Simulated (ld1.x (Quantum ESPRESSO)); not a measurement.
## What the settings do to the RRKJ potential of Sb

Base potential:

ld1.x (Quantum ESPRESSO) 7.5 input, shortened:

```
&input
   title='Sb', zed=51., rel=1, dft='PBE', iswitch=3,
   config='[Kr] 4d10 5s1.75 5p3.25'
 /
 &inputp
   pseudotype=2, tm=.false., rho0=0.001, lloc=1,
   nlcc=.false.
 /
3
5S  1  0   1.75   0.00  2.10  2.10  0.0
4D  3  2  10.00   0.00  1.40  1.40  0.0
5P  2  1   3.25   0.00  2.25  2.25  0.0
 &test
   configts(1)='4d10 5s1.75 5p3.25'
 /
```

All-electron outer shells of the reference configuration (PBE, scalar-relativistic, ld1.x):

```json
{"shell": "4s", "level (eV)": "-149.21", "outermost node (bohr)": "0.39", "outermost maximum (bohr)": "0.73"}
{"shell": "4p", "level (eV)": "-102.16", "outermost node (bohr)": "0.39", "outermost maximum (bohr)": "0.76"}
{"shell": "4d", "level (eV)": "-33.86", "outermost node (bohr)": "0.38", "outermost maximum (bohr)": "0.84"}
{"shell": "5s", "level (eV)": "-13.04", "outermost node (bohr)": "0.95", "outermost maximum (bohr)": "1.90"}
{"shell": "5p", "level (eV)": "-4.98", "outermost node (bohr)": "1.04", "outermost maximum (bohr)": "2.32"}
```

Cutoffs, loose and tight: the cutoffs (Ry, on a coarse ladder) from which the occupation-weighted sum of valence levels, in a spherical-Bessel basis at the reference potential, stays within 10 and 1 mRy of its value at 400 Ry. They do not see the model core or the augmentation charge, which bear on the density cutoff. Test errors are all-electron minus pseudo excitation energies from the reference, over the configurations 4d10 5s2 5p3; 4d10 5s2 5p2; 4d10 5s2 5p1; 4d10 5s1 5p0; 4d10 5s0 5p5; 4d9 5s2 5p3; 4d10 5s2 5p0. A dash means not determined; rows that change the core or the reference have their own tests.

| change | outcome | cutoff, loose | cutoff, tight | bound ghosts | largest test error (meV) |
| --- | --- | --- | --- | --- | --- |
| base | generated | 80 Ry | 90 Ry | none | -326 |
| wave 4d (bound): rc 1.40 bohr becomes 4d (bound): rc 0.90 bohr | generated | 200 Ry | over 300 Ry | none | -364 |
| wave 4d (bound): rc 1.40 bohr becomes 4d (bound): rc 1.34 bohr | generated | 90 Ry | 100 Ry | none | -339 |
| wave 4d (bound): rc 1.40 bohr becomes 4d (bound): rc 1.86 bohr | generated | 55 Ry | 80 Ry | none | -74 |
| wave 4d (bound): rc 1.40 bohr becomes 4d (bound): rc 2.04 bohr | generated | 45 Ry | 70 Ry | none | +133 |

Problem. What comes out with this change to the base: wave 4d (bound): rc 1.40 bohr becomes 4d (bound): rc 1.16 bohr?

Solution. outcome: generated; cutoff, loose: 90 Ry; cutoff, tight: 160 Ry; bound ghosts: none; largest test error (meV): -356.

Problem. What comes out with this change to the base: wave 4d (bound): rc 1.40 bohr becomes 4d (bound): rc 1.66 bohr?

Solution. outcome: generated; cutoff, loose: 60 Ry; cutoff, tight: 90 Ry; bound ghosts: none; largest test error (meV): -212.

Problem. What comes out with this change to the base: wave 4d (bound): rc 1.40 bohr becomes 4d (bound): rc 1.54 bohr?

Solution. outcome: generated; cutoff, loose: 70 Ry; cutoff, tight: 100 Ry; bound ghosts: none; largest test error (meV): -277.

Reading the sweep of the d radius (base included, trends over the rows without a ghost): The loose cutoff falls from 200 Ry at 0.9 to 45 Ry at 2.04 bohr. A larger radius leaves more room for a smooth pseudo-wave, so fewer plane waves are needed; a smaller one forces it to follow the all-electron wave where it bends sharply. The median size of the test errors (rows with all tests solved) is not monotonic: lowest 1.6 meV at 1.86 bohr, highest 4.1 meV at 1.4 bohr.
